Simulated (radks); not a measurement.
Spherical quantum dot in the effective-mass picture: electrons in a parabolic well V = omega^2 r^2 / 2 with omega = 0.55, with a point charge +1 (a donor) at the centre, all in effective atomic units (hartree* = m*/eps^2 hartree, bohr* = eps/m* bohr), one dielectric constant everywhere. Method: non-relativistic Kohn-Sham, LDA (Slater exchange, Perdew-Wang correlation), spin-polarised, spherical densities; computed with a radial shooting solver with Libxc functionals. Levels are named by radial order and angular momentum (1s, 1p, 1d, 2s, ...), and open shells are averaged over m.

N = 5, configuration 1s2 1p(up 3, down 0). This is the lowest configuration that the search found. Occupied and some empty levels:

level    occupation  eigenvalue (hartree*)  <r> (bohr*)
1s up             1                 2.0538        1.427
1s down           1                 2.1364        1.385
1p up             3                 2.6302        2.208
1p down           0                 2.7350        2.229
2s up             0                 2.9472        2.290
2s down           0                 3.0166        2.340
1d up             0                 3.0949        2.626
1d down           0                 3.1900        2.668
1f up             0                 3.5692        2.956
1f down           0                 3.6495        3.003

Energy (hartree*): total 6.66314, kinetic 2.7805, external -0.36495, Hartree 5.9454, exchange-correlation -1.6978.
